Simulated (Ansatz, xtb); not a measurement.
## C4H4N2S: which of two isomers lies lower

Structure I: `C=Cc1cnsn1`, a singlet. Structure II: `[H]/N=C\c1cnsc1`, a singlet. Both are isolated molecules in the gas phase, relaxed with PBE-D3(BJ)/def2-SVP; each stands in its lowest conformer found.

Quicker runs give these differences E(II) − E(I): GFN2-xTB +0.294 eV; HF/STO-3G −0.010 eV (at GFN2-xTB geometries); r2SCAN-D4/def2-SVP −0.100 eV (at GFN2-xTB geometries).

Problem. Estimate E(II) − E(I) at the level CCSD(T)/def2-SVP + ΔMP2/def2-TZVPP.

Solution. Too close to call at this level: CCSD(T)/def2-SVP + ΔMP2/def2-TZVPP gives E(II) − E(I) = −0.032 eV.

How the difference moves with the method:

| level | geometry | E(II) − E(I) (eV) | departure from the last row (eV) | job, with rough time for the two |
| --- | --- | --- | --- | --- |
| GFN2-xTB | GFN2-xTB | +0.294 | +0.326 | optimisation, 0.21 s |
| HF/STO-3G | GFN2-xTB | −0.010 | +0.021 | single point, 0.77 s |
| r2SCAN-D4/def2-SVP | GFN2-xTB | −0.100 | −0.069 | single point, 4.8 s |
| PBE-D3(BJ)/def2-SVP | PBE-D3(BJ)/def2-SVP | −0.090 | −0.059 | optimisation, 27 s |
| HF/def2-SVP | PBE-D3(BJ)/def2-SVP | −0.247 | −0.216 | part of the CCSD(T) run |
| MP2/def2-SVP | PBE-D3(BJ)/def2-SVP | −0.085 | −0.053 | part of the CCSD(T) run |
| CCSD(T)/def2-SVP | PBE-D3(BJ)/def2-SVP | −0.122 | −0.090 | single point |
| CCSD(T)/def2-SVP + ΔMP2/def2-TZVPP | PBE-D3(BJ)/def2-SVP | −0.032 |  | single point, 68 s |

As drawn, II has 1 N–H, 1 C=N, 1 C∷C, 1 C∷S in place of 1 C=C, 1 C∷N, 1 N∷S, 1 C–H (∷ is an aromatic bond).

The largest departure from CCSD(T)/def2-SVP + ΔMP2/def2-TZVPP is that of GFN2-xTB, 0.326 eV. The last row adds to CCSD(T) the change of the MP2 difference between the two basis sets, here +0.090 eV.

With thermal terms from frequencies at re-optimised GFN2-xTB minima (ideal gas, soft modes damped towards free rotors, one conformer each, 298.15 K, 1 atm): on the last row, ΔE + ΔZPE = −0.021, ΔH = −0.020, ΔG = −0.025 eV.

The correlated steps freeze 11 core orbitals. Programs: Ansatz 0.2.0, xtb 6.7.1; the last row on 2 threads of Intel(R) Xeon(R) Processor @ 2.70GHz on a shared host.
